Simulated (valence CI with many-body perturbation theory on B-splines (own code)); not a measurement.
## Xe⁴⁰⁺: electric-dipole lines

Calculated by relativistic CI+MBPT: four valence electrons over a frozen Dirac-Fock core [Ne], a basis of 11 s, 11 p, 10 d, 8 f, 5 g, 2 h functions for each j, with the one-electron correlation potential Σ1, the two-electron term Σ2, the three-electron term Σ3, Breit, model QED; selected CI, second order for the rest, scaled by the run's own slope (own B-spline code, finite nucleus).

The last digits are not significant, and no measured levels were compared; by estimate large intervals hold to a few tenths of a per cent, small ones and those within an open d or f shell to about a per cent. Among the levels kept, up to 740 cm⁻¹ of a level comes from second order outside the variational space, and about a tenth of that is noise between levels of different J, which matters for small intervals.

Lines 1 to 50 of 563 in falling wavelength, among levels below 48.872 Ry, chosen from the strongest by gf and those to the six lowest levels. Wavelengths and rates use the calculated energies. Electric multipoles are in the length gauge with retardation, E1 and E2 with the static RPA response of the core. Weak lines are less certain than strong ones. Lines between different terms over intervals too small for the method are left out, as are lines whose strength nearly cancels. Where a level lies close to another of its J and parity, the split of strength between their lines is uncertain. The highest levels of a list are the least certain.

Levels are named by their leading jj configuration (3d3/2^4 stands for four electrons in 3d with j = 3/2), which in mixed levels can hold well under half, so a name can repeat and another be missing. Letters in brackets count levels of one name in rising energy.

```csv
λ vac (nm),Upper,Lower,A (s⁻¹),S (a.u.)
72.56,(3s 3p1/2^2 3p3/2) J=2,(3s^2 3p3/2^2) J=2,6.06e+05,5.71e-04
53.99,(3s 3p1/2^2 3p3/2) J=1,(3s^2 3p3/2^2) J=0,1.20e+06,2.79e-04
33.57,(3s 3p1/2^2 3p3/2) J=1,(3s^2 3p3/2^2) J=2,2.77e+07,1.55e-03
19.97,(3s^2 3p1/2 3d3/2) J=2,(3s^2 3p3/2^2) J=2,1.81e+07,3.57e-04
16.58,(3s^2 3p1/2 3d3/2) J=1,(3s^2 3p3/2^2) J=0,3.29e+07,2.22e-04
15.68,(3s 3p1/2 3p3/2^2) J=2 [a],(3s^2 3p3/2^2) J=2,4.04e+08,3.84e-03
15.53,(3s 3p1/2 3p3/2 3d3/2) J=4,(3s^2 3p3/2 3d3/2) J=3,2.39e+09,3.98e-02
15.40,(3s 3p1/2 3d5/2^2) J=5,(3s^2 3d5/2^2) J=4,2.47e+09,4.90e-02
14.29,(3s^2 3p1/2 3d5/2) J=3,(3s^2 3p3/2^2) J=2,1.01e+09,1.02e-02
13.97,(3s^2 3p1/2 3d3/2) J=1,(3s^2 3p3/2^2) J=2,1.67e+08,6.72e-04
13.54,(3p1/2 3p3/2^2 3d5/2) J=5,(3s 3p3/2^2 3d5/2) J=4 [b],7.59e+09,1.02e-01
12.98,(3s 3p1/2^2 3p3/2) J=2,(3s^2 3p1/2 3p3/2) J=2,3.61e+09,1.95e-02
12.77,(3s 3p1/2 3p3/2 3d5/2) J=5,(3s^2 3p3/2 3d5/2) J=4,7.40e+09,8.37e-02
12.66,(3s 3p1/2 3p3/2 3d5/2) J=4 [c],(3s^2 3p3/2 3d5/2) J=3,3.16e+09,2.85e-02
12.43,(3s 3p1/2 3d3/2 3d5/2) J=5,(3s 3p3/2^2 3d5/2) J=4 [a],2.90e+09,3.02e-02
12.35,(3s 3p1/2 3d3/2 3d5/2) J=3 [b],(3s 3p3/2^2 3d3/2) J=3 [a],4.31e+09,2.80e-02
12.27,(3p1/2^2 3p3/2 3d5/2) J=3,(3s 3p1/2 3p3/2 3d5/2) J=3 [d],6.68e+09,4.26e-02
12.17,(3p1/2^2 3p3/2 3d5/2) J=4,(3s 3p1/2 3p3/2 3d5/2) J=4 [c],3.63e+09,2.91e-02
12.16,(3s 3p1/2^2 3p3/2) J=2,(3s^2 3p1/2 3p3/2) J=1,5.09e+09,2.26e-02
12.15,(3p1/2^2 3p3/2 3d5/2) J=4,(3s 3p1/2 3p3/2 3d5/2) J=3 [c],7.58e+09,6.04e-02
12.04,(3p1/2 3p3/2^2 3d5/2) J=3 [b],(3s 3p3/2^2 3d5/2) J=3 [c],4.66e+09,2.81e-02
11.99,(3s 3p1/2 3p3/2^2) J=1 [a],(3s^2 3p3/2^2) J=0,3.44e+09,8.76e-03
11.92,(3p1/2 3p3/2^2 3d5/2) J=3 [a],(3s 3p3/2^2 3d5/2) J=2 [a],1.10e+10,6.42e-02
11.77,(3s 3p1/2 3p3/2^2) J=3,(3s^2 3p3/2^2) J=2,4.33e+09,2.44e-02
11.75,(3s 3p1/2 3d5/2^2) J=3 [b],(3s^2 3d5/2^2) J=2,4.87e+09,2.73e-02
11.71,(3p1/2^2 3p3/2 3d3/2) J=3,(3s 3p1/2 3p3/2 3d3/2) J=3 [c],5.72e+09,3.18e-02
11.49,(3s 3p1/2^2 3d3/2) J=2,(3s^2 3p1/2 3d3/2) J=2,7.14e+09,2.67e-02
11.35,(3s 3p1/2 3d5/2^2) J=5,(3s^2 3d3/2 3d5/2) J=4,4.86e+09,3.85e-02
11.33,(3p1/2^2 3p3/2 3d5/2) J=4,(3s 3p1/2 3p3/2 3d5/2) J=3 [b],4.90e+09,3.16e-02
11.29,(3p1/2^2 3p3/2 3d3/2) J=2,(3s 3p1/2 3p3/2 3d3/2) J=2 [c],9.85e+09,3.50e-02
11.29,(3p1/2 3p3/2^2 3d5/2) J=2 [c],(3s 3p3/2^2 3d5/2) J=3 [c],8.38e+09,2.98e-02
11.29,(3s 3p1/2 3p3/2 3d5/2) J=3 [d],(3s^2 3p3/2 3d5/2) J=3,6.80e+09,3.38e-02
11.21,(3p1/2^2 3p3/2 3d5/2) J=4,(3s 3p1/2 3p3/2 3d5/2) J=4 [b],4.82e+09,3.01e-02
11.09,(3p1/2 3p3/2^2 3d5/2) J=4 [b],(3s^2 3d5/2^2) J=4,6.70e+09,4.06e-02
11.05,(3s 3p1/2^2 3d5/2) J=2,(3s^2 3p1/2 3d5/2) J=3,1.37e+10,4.55e-02
10.98,(3p1/2^2 3p3/2 3d5/2) J=3,(3s 3p1/2 3p3/2 3d5/2) J=4 [c],6.15e+09,2.81e-02
10.89,(3p1/2 3p3/2^3) J=2,(3s 3p3/2^3) J=2,8.20e+09,2.61e-02
10.89,(3s 3p1/2 3p3/2^2) J=1 [b],(3s^2 3p3/2^2) J=0,3.39e+09,6.48e-03
10.87,(3p1/2^2 3p3/2 3d3/2) J=1,(3s 3p1/2 3p3/2 3d3/2) J=2 [d],1.42e+10,2.70e-02
10.78,(3p1/2^2 3p3/2 3d5/2) J=2,(3s 3p1/2 3p3/2 3d5/2) J=2 [b],1.71e+10,5.28e-02
10.77,(3p1/2 3p3/2^2 3d5/2) J=4 [b],(3s 3p3/2^2 3d5/2) J=3 [a],5.11e+09,2.84e-02
10.75,(3s 3p1/2^2 3p3/2) J=1,(3s^2 3p1/2 3p3/2) J=2,1.41e+10,2.59e-02
10.74,(3p1/2 3p3/2^2 3d3/2) J=1 [d],(3s 3p3/2^2 3d3/2) J=2 [b],1.48e+10,2.71e-02
10.73,(3s 3p1/2 3d5/2^2) J=3 [c],(3s^2 3d5/2^2) J=4,7.32e+09,3.12e-02
10.60,(3p1/2^2 3p3/2 3d3/2) J=3,(3s 3p1/2 3p3/2 3d3/2) J=3 [b],7.27e+09,3.00e-02
10.56,(3s 3p1/2 3p3/2^2) J=1 [a],(3s^2 3p3/2^2) J=2,3.54e+09,6.17e-03
10.53,(3p1/2 3p3/2^2 3d3/2) J=3 [b],(3s 3p3/2^2 3d3/2) J=4,9.02e+09,3.64e-02
10.46,(3s 3p1/2 3d3/2 3d5/2) J=3 [d],(3s 3p3/2^2 3d5/2) J=4 [a],1.33e+10,5.28e-02
10.46,(3s 3p1/2 3p3/2 3d3/2) J=2 [a],(3s 3p1/2 3p3/2^2) J=3,1.03e+10,2.91e-02
10.30,(3p1/2 3p3/2^2 3d3/2) J=4,(3s^2 3d3/2 3d5/2) J=4,5.50e+09,2.67e-02
```
